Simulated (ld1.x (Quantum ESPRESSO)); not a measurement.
## thallium: PAW pseudisation with LDA (PZ), scalar-relativistic reference atom.

* Element: Tl (Z = 81)
* Generator: ld1.x (Quantum ESPRESSO) 7.5
* Type: PAW
* Functional: LDA (PZ)
* Relativity: scalar-relativistic
* Frozen core: [Xe] 4f14 5d10
* Valence charge: 3
* Reference configuration: 6s2 6p0 (charge +1)
* Partial waves: 6s (bound): rcut 2.00, rcutus 2.30 bohr; 6s channel at 0.3 Ry: rcut 2.00, rcutus 2.30 bohr; 6p (bound, empty): rcut 1.75, rcutus 2.40 bohr; 6p channel at -0.3 Ry: rcut 1.75, rcutus 2.40 bohr; 6d channel at 0.45 Ry: rc 2.05 bohr
* Local potential: the d channel
* Core correction: Bessel-smoothed model core inside 1.10 bohr
* Augmentation charge: PSQ, inside the norm-conserving radii

All-electron outer shells of the reference configuration (LDA (PZ), scalar-relativistic, ld1.x):

```json
{"shell": "5d", "level (eV)": "-22.98", "outermost node (bohr)": "0.53", "outermost maximum (bohr)": "1.11"}
{"shell": "6s", "level (eV)": "-16.69", "outermost node (bohr)": "1.04", "outermost maximum (bohr)": "2.05"}
{"shell": "6p", "level (eV)": "-8.45", "outermost node (bohr)": "1.22", "outermost maximum (bohr)": "2.70"}
```

Results:

- Ghost test: ghost states, extra bound levels that the all-electron valence spectrum of the same l lacks: p at -412.4 eV, p at -7.8 eV (s not tested); a true bound ghost makes a file unfit for plane-wave use (spherical-Bessel basis up to 400 Ry, 20 bohr box)
- Configuration tests: test run stopped at test 1 of 9 (negative rho)
- Lowest eigenvalue of the overlap operator: -0.64 (s channel); it is negative, so in a basis up to 400 Ry S is not positive definite and the file is unfit for use
- Density cutoff estimated by the generator: 83 Ry

Note: ghost states, extra bound levels that the all-electron valence spectrum of the same l lacks: p at -412.4 eV, p at -7.8 eV (s not tested). A true bound ghost makes a file unfit for plane-wave use. Its overlap operator is not positive definite in a basis up to 400 Ry (lowest eigenvalue s -0.64), so the file is unfit for use: the generalised eigenproblem breaks down once the basis is large enough, and its test numbers describe a broken file.

Generation and tests took about 1.2 s on one core of a shared server CPU.
